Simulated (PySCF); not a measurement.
# Arsenic: a sound run and one with changed settings

Sound run: As [Ar] 3d10 4s2 4p3, As⁺ [Ar] 3d10 4s2 4p2. Computed with PySCF 2.14 in cc-pVTZ-DK (6s5p3d1f, 43 functions), with the spin-free X2C one-electron Hamiltonian (Gaussian nucleus). In the sound run the correlated levels freeze [Ar] 3d10. The sound run starts from symmetry-adapted Hartree-Fock orbitals and uses a fine grid where one is needed.

Changed run: no relativity, point nucleus. This setting is unsound on purpose.

| species | method | sound run (hartree) | changed run (hartree) | converged |
| --- | --- | --- | --- | --- |
| As | UHF | -2259.01435 | -2218.64548 | yes |
| As | TPSS | -2260.66109 | -2220.30540 | yes |
| As | PBE | -2260.40025 | -2220.04784 | yes |
| As | MP2 | -2259.08520 | -2218.71707 | yes |
| As | CCSD(T) | -2259.10205 | -2218.73453 | yes |
| As⁺ | UHF | -2258.66841 | -2218.29767 | yes |
| As⁺ | TPSS | -2260.29709 | -2219.93883 | yes |
| As⁺ | PBE | -2260.03741 | -2219.68243 | yes |
| As⁺ | MP2 | -2258.72193 | -2218.35183 | yes |
| As⁺ | CCSD(T) | -2258.73883 | -2218.36960 | yes |

Ionisation energy of As:

| method | sound run (eV) | changed run (eV) |
| --- | --- | --- |
| UHF | 9.413 | 9.464 |
| TPSS | 9.905 | 9.975 |
| PBE | 9.873 | 9.943 |
| MP2 | 9.885 | 9.939 |
| SCS-MP2 | 9.740 | 9.794 |
| CCSD | 9.853 | 9.898 |
| CCSD(T) | 9.884 | 9.930 |

Most of the change in total energy is the relativistic energy itself. On top of that the contraction fixes the core shape for the Hamiltonian it was made with, so the changed run is not a good calculation with the other Hamiltonian either.

For comparison, NIST gives 9.789 eV between the lowest levels.
